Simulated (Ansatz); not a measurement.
Molecule: C₃H₃N₂, charge -1, multiplicity 1. It need not be the lowest isomer of its formula. Whether it binds its extra electron was not tested at this geometry. 
Structure (B3LYP-D3(BJ)/def2-TZVP (Ansatz, a quantum-chemistry and plane-wave program) minimum search):
```xyz
8

C      0.6902    -1.0993     0.0170
C      1.1609     0.2743     0.0282
C      0.0709     1.1155     0.0015
N     -1.0196     0.3101    -0.0249
N     -0.6533    -1.0420    -0.0157
H      2.1943     0.5961     0.0533
H     -0.0296     2.1932    -0.0012
H     -1.9863     0.5916    -0.0485
```
Charge -1, spin multiplicity 1.

Basis-set convergence of Hartree-Fock and CCSD(T) correlation energies (hartree) with Ansatz. Valence correlation only, unless marked. No spin-orbit coupling. Non-relativistic. This anion needs diffuse functions, which these sets lack.

| basis | functions | E(HF) | E(corr, CCSD(T)) |
|---|---|---|---|
| cc-pVDZ | 85 | -224.13267 | -0.78468 |
| cc-pVTZ | 192 | -224.19793 | -0.95242 |
| cc-pVQZ | 365 | -224.21772 | -1.00656 |
| cc-pV5Z | 620 | (withheld) | (withheld) |

### Question
Complete the blanks.

### Answer

- cc-pV5Z, E(HF): -224.22423
- cc-pV5Z, E(corr, CCSD(T)): -1.02528
